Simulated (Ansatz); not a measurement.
A nudged elastic band was laid between two geometries of C$_{2}$H$_{6}$OSi (10 atoms, charge 0, multiplicity 1).

Computed with Ansatz, RKS LDA/def2-SVP.

```yaml
movable_images: 5
climbing_image: yes
spring: 5.0 eV/Å²
optimiser: quadratic models (default)
start_path: through a guess of the saddle point
force_threshold: 0.05 eV/Å
iteration_limit: 60
end_points: relaxed
```

Image 0:

```xyz
10
Properties=species:S:1:pos:R:3
C -0.428 1.242 -0.771
O 0.909 1.065 -0.429
Si 1.728 -0.140 0.391
C 0.303 -1.344 0.795
H -0.528 1.351 -1.875
H -1.080 0.397 -0.444
H -0.819 2.179 -0.313
H -0.213 -1.709 -0.125
H -0.476 -0.861 1.432
H 0.687 -2.230 1.343
```

Image 6:

```xyz
10
Properties=species:S:1:pos:R:3
C -0.541 1.305 -0.823
O 0.498 0.410 -1.091
Si 0.882 -0.856 -0.105
C 0.084 -1.245 1.345
H -0.631 2.016 -1.671
H -1.522 0.786 -0.701
H -0.355 1.895 0.105
H 2.024 -1.573 -0.736
H -0.762 -0.665 1.749
H 0.406 -2.123 1.931
```

(1) Which bonds break or form, and what moves?

(2) What energy profile does the band end with?

(3) What is the geometry of the highest image?

Results:

(1) Bonds broken: C4–H8. Bonds formed: Si3–H8.

(2) The run converged. The highest image is number 2 of 0 to 6, 184.5 kJ/mol above the first end and 130.7 kJ/mol above the last; the last end lies 53.9 kJ/mol above the first. Neighbouring images differ by up to 1.9 eV, so the band resolves the path poorly. A vibrational analysis at the climbing image gives one clearly imaginary mode, 949i cm⁻¹: a first-order saddle point. The orbitals stay closed-shell, which can raise the energy where a bond breaks towards radicals; this wasn't checked here.

```json
{"image": "0", "path coordinate (Å)": "0.00", "energy (kJ/mol)": "0.0", "C4–H8 (Å)": "1.12", "Si3–H8 (Å)": "2.55"}
{"image": "1", "path coordinate (Å)": "1.52", "energy (kJ/mol)": "1.8", "C4–H8 (Å)": "1.12", "Si3–H8 (Å)": "2.47"}
{"image": "2", "path coordinate (Å)": "3.04", "energy (kJ/mol)": "184.5", "C4–H8 (Å)": "1.85", "Si3–H8 (Å)": "1.57"}
{"image": "3", "path coordinate (Å)": "4.09", "energy (kJ/mol)": "78.9", "C4–H8 (Å)": "2.65", "Si3–H8 (Å)": "1.47"}
{"image": "4", "path coordinate (Å)": "5.14", "energy (kJ/mol)": "55.2", "C4–H8 (Å)": "2.85", "Si3–H8 (Å)": "1.49"}
{"image": "5", "path coordinate (Å)": "6.19", "energy (kJ/mol)": "55.0", "C4–H8 (Å)": "2.85", "Si3–H8 (Å)": "1.49"}
{"image": "6", "path coordinate (Å)": "7.24", "energy (kJ/mol)": "53.9", "C4–H8 (Å)": "2.86", "Si3–H8 (Å)": "1.49"}
```

(3) 
```xyz
10
Properties=species:S:1:pos:R:3
C -0.492 1.346 -0.637
O 0.844 0.952 -0.648
Si 1.445 -0.324 0.246
C 0.123 -1.311 0.925
H -1.126 0.667 -1.258
H -0.933 1.354 0.391
H -0.583 2.375 -1.051
H 1.295 -1.728 -0.443
H -0.981 -1.187 0.992
H 0.492 -2.195 1.486
```

Time of the run: 61 s on 2 threads of INTEL(R) XEON(R) PLATINUM 8581C CPU @ 2.10GHz (Emerald Rapids), with other jobs on the host, peak memory 0.14 GiB.
